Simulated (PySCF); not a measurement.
# WCl₂, broken-symmetry Ms = 1: computed properties

Method: UPBE/[W def2-TZVP with ECP60, Cl def2-TZVP], scalar-relativistic core potentials, density fitting, no spin–orbit coupling, PySCF.

The structure is a minimum.

```
Point group                                                                   : C2v
Bond lengths                                                                  : W–Cl 2.257 Å (×2)
Bond angles                                                                   : Cl–W–Cl 139.5°
Atomisation energy without zero-point energy                                  : 837 kJ/mol
Dipole moment                                                                 : 0.96 D
Enthalpy at 298.15 K above 0 K                                                : 13.69 kJ/mol
Lowest empty level (α)                                                        : -4.52 eV
Entropy at 298.15 K and 1 bar (electronic part: spin only)                    : 318.4 J/(mol K)
Principal quadrupole moments (Buckingham, traceless) about the centre of mass : -3.94, 1.79, 2.15 D Å
Zero-point energy                                                             : 5.1 kJ/mol
Principal polarisabilities                                                    : 56.0, 64.1, 94.9 bohr³
Spin squared ⟨S²⟩                                                             : 2.879
Highest occupied level (α)                                                    : -4.82 eV
Rotational constants                                                          : 0.5443, 0.05376, 0.04892 cm⁻¹
Heat capacity Cp at 298.15 K                                                  : 54.0 J/(mol K)
Rotational symmetry number                                                    : 2
```

Harmonic modes (masses in u: W 183.951, Cl 34.969):
```tsv
symmetry	ω (cm⁻¹)	IR (km/mol)
a1	67	0.5
a1	387	7.3
b2	395	82.2
```

In C2v the vibrations span 2a1 + b2. Here b1 is antisymmetric to the molecular plane and b2 lies in it.

Charges (e):
```
 atom  Mulliken  Löwdin  polar tensor  spin (Mulliken)  Mayer order to W1
   W1      0.54   -0.16          0.89             1.96                  –
Cl2,3     -0.27    0.08         -0.44             0.02               1.25
```

Mulliken populations on W1 (electrons outside its core potential): s 2.96, p 6.25, d 4.21, f 0.04.

Outer orbital energies (eV). α occupied: -9.54, -9.10, -8.65, -8.56, -8.51, -6.13, -5.63, -4.82; empty: -4.52, -4.05, -1.58, -1.11. β occupied: -20.22, -10.37, -9.43, -8.73, -8.64, -8.51, -8.32, -5.44; empty: -3.71, -3.69, -3.60, -3.04.

The determinant is spin-contaminated (⟨S²⟩ = 2.88, pure value 2.00). Other isomers or separated fragments may lie lower. Open d and f shells are described by one determinant, and the ground state may have another occupation or spin. At this level a quintet minimum of C2v symmetry lies 63 kJ/mol below this structure. No spin–orbit coupling is included, which matters more the heavier the element.

The final relaxation and frequency run took 58 s on 4 threads of a shared AMD EPYC 7R43 64-Core (Zen 3) host, with 114 basis functions and 10 gradients; the process peaked at 0.94 GiB. Launch command: `OMP_NUM_THREADS=4 python axn.py task.json out`.
